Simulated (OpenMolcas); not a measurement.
Pm2+ among 8 point charges of -2 e arranged as a cube (Oh), 2.98 Å from the ion.
```
   1.7205    1.7205    1.7205  -2.00
   1.7205    1.7205   -1.7205  -2.00
   1.7205   -1.7205    1.7205  -2.00
   1.7205   -1.7205   -1.7205  -2.00
  -1.7205    1.7205    1.7205  -2.00
  -1.7205    1.7205   -1.7205  -2.00
  -1.7205   -1.7205    1.7205  -2.00
  -1.7205   -1.7205   -1.7205  -2.00
```

```
Program             : OpenMolcas 26.06
Method              : CASSCF
Basis               : ANO-RCC-VDZP [7s6p4d2f1g]
Scalar Hamiltonian  : DKH2, point nucleus
Active space        : 5 electrons in 7 orbitals (4f)
State averaging     : 2S+1 = 6 odd, 21 roots; 2S+1 = 4 odd, 128 roots kept (CI in the orbitals of an earlier block, 108 in the spin-orbit step); 2S+1 = 2 odd, 150 roots kept (CI in the orbitals of an earlier block, 35 in the spin-orbit step)
Spin-orbit coupling : RASSI with atomic mean-field integrals over the reference wave functions
```

Question: What is the spin-free ground state (labels of O, the rotations of Oh)?

Answer: 6T1, 3-fold in its orbital part, 100 % from free-ion H terms; it has the highest spin that f5 allows.

Question: Where is the first state of the same spin?

Answer: 6T2 at 0.508 cm-1 above the ground state.

Question: What are the lowest two levels with spin-orbit coupling?

Answer: A 4-fold level Γ8, then a 2-fold level Γ7 83.5 cm-1 above it. Their leading multiplicities are 6 (98 %) and 6 (98 %).

Question: What is χT at 300 K, and how does it compare with the textbook value?

Answer: Hund's rules give f5 the level 6H5/2 with g = 0.286, so an isolated free-ion multiplet has χT = g² J(J+1) / 8 = 0.089 cm3 K/mol. The computed 0.388 at 300 K differs by +335 %, through the field's splitting, the mixing of terms and any other multiplet in reach.

High states are left out of the spin-orbit mixing, which shifts the levels that they would mix with. This is an electrostatic model: the charges have no orbitals. A group larger than the point group allows holds several states that coincide in this model. The first state left out of the spin-orbit step lies near 34000 cm-1 above the lowest spin-free state of the reference (among the parities and spins computed), and the lists stop at four fifths of that energy or lower. No measured value stands beside these numbers.
